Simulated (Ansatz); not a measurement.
Species: [W(F)3(NH2)3] (charge 0, multiplicity 1), formula H6F3N3W.

How many basis functions does frozen-core CCSD(T)/def2-TZVPP // BP86-D3(BJ)/def2-SVP (Ansatz, an electronic-structure program) use, how many core orbitals are frozen, and how many electrons are correlated?

326 basis functions and 6 frozen orbitals, which leaves 56 correlated electrons. Core time is of the order of hours.
